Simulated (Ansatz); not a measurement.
Species: CH6Si3, SMILES `[SiH2]=C[SiH]=[SiH2]` (Si–C–Si–Si torsion 48°) (charge 0, multiplicity 1).

Question: Give a relaxed geometry from PBE0-D3(BJ)/def2-TZVP in Ansatz (an electronic-structure program).

Answer: One answer among several that fit: the end point of this relaxation, one of several conformers (outside a Z-matrix the atoms follow the SMILES, hydrogens last).
Z-matrix (Å, degrees):
```
Si
H 1 1.4860
C 1 1.8155 2 114.00
H 3 1.0872 1 119.67 2 20.38
Si 3 1.7110 4 118.68 1 177.42
H 5 1.4764 3 121.77 4 -176.08
H 5 1.4800 6 115.02 3 178.64
Si 1 2.1697 2 118.45 3 156.70
H 8 1.4858 1 116.73 2 42.25
H 8 1.4883 9 112.65 1 -137.50
```
